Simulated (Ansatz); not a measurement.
Mulliken charges of F3H3SiSn (`F[Si](F)(F)[SnH3]`) from PBE/def2-TZVPP in Ansatz (PBE0-D4/def2-TZVP geometry).

```
atom   x (Å)   y (Å)   z (Å)  charge (e)
  F1   0.564  -1.688   1.563      -0.248
 Si2   0.854  -0.922   0.208       0.709
  F3   0.856  -2.010  -0.941      -0.248
  F4   2.330  -0.360   0.308      -0.248
 Sn5  -0.850   0.929  -0.228       0.302
  H6  -0.791   2.049   1.052      -0.089
  H7  -0.466   1.703  -1.693      -0.089
  H8  -2.403   0.241  -0.325      -0.089
```

Problem. By hand: the dipole of these point charges (1 e Å = 4.8032 D).

Solution. Σ q r = (-0.255, 0.278, -0.066) e Å, of length 0.383 e Å = 1.84 D.

Problem. How does the dipole of the full density compare? (Best estimate.)

Solution. Computed: (-0.266, 0.289, -0.068) e Å, 1.91 D; the point charges give 0.96 times that, at 0° from its direction.

Point charges leave out the atoms' own dipoles, such as those of lone pairs, and Mulliken's split depends on the basis, so the close match here is no proof of good charges.
